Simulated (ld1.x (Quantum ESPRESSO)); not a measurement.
**What one change does to a pseudopotential (B (Z = 5), RRKJ)**

* Element: B
* Generator: ld1.x (Quantum ESPRESSO) 7.5
* Type: norm-conserving RRKJ (Kleinman–Bylander form)
* Functional: PBE
* Relativity: scalar-relativistic
* Frozen core: [He]
* Valence charge: 3
* Reference configuration: 2s2 2p0 (charge +1)
* Partial waves: 2s (bound): rc 1.55 bohr; 2p (bound, empty): rc 2.85 bohr
* Local potential: all-electron potential smoothed inside 2.65 bohr (lloc = -2)
* Core correction: none
* rho0: 0.01

Change: wave 2p (bound): rc 2.85 bohr becomes 2p (bound): rc 3.34 bohr.

Cutoffs: the cutoffs (Ry, on a coarse ladder) from which the occupation-weighted sum of valence levels, in a spherical-Bessel basis at the reference potential, stays within 10 and 1 mRy of its value at 400 Ry; they do not see the model core or the augmentation charge, which bear on the density cutoff. Errors are all-electron minus pseudo energies relative to the spin-unpolarised reference configuration.

Question: Predict the effect on cutoff, ghosts and configuration errors.

Answer: The potential gets neither clearly harder nor softer (30 Ry and 40 Ry → 30 Ry and 40 Ry); of the 7 tests that both files solve, the error grows in 6 and shrinks in 0 by more than 15 % and 0.3 meV (median size 82.4 → 187.0 meV); neither file shows a bound ghost. More of the atom is replaced by a form fitted at one configuration, so other configurations suffer.

| quantity | base | changed |
| --- | --- | --- |
| cutoff, loose | 30 Ry | 30 Ry |
| cutoff, tight | 40 Ry | 40 Ry |
| bound ghosts | none | none |
| error for 2s2 2p1, meV [ΔE -8.22 eV] | +82 | +187 |
| error for 2s1 2p0, meV [ΔE 25.42 eV] | +38 | +38 |
| error for 2s2 2p0.5, meV [ΔE -5.33 eV] | +34 | +70 |
| error for 2s1 2p1, meV [ΔE 6.14 eV] | -9.8 | -15 |
| error for 2s2 2p1.3, meV [ΔE -8.96 eV] | +99 | +237 |
| error for 2s1 2p2, meV [ΔE -2.37 eV] | +133 | +323 |
| error for 2s0 2p3, meV [ΔE 3.50 eV] | +162 | +421 |
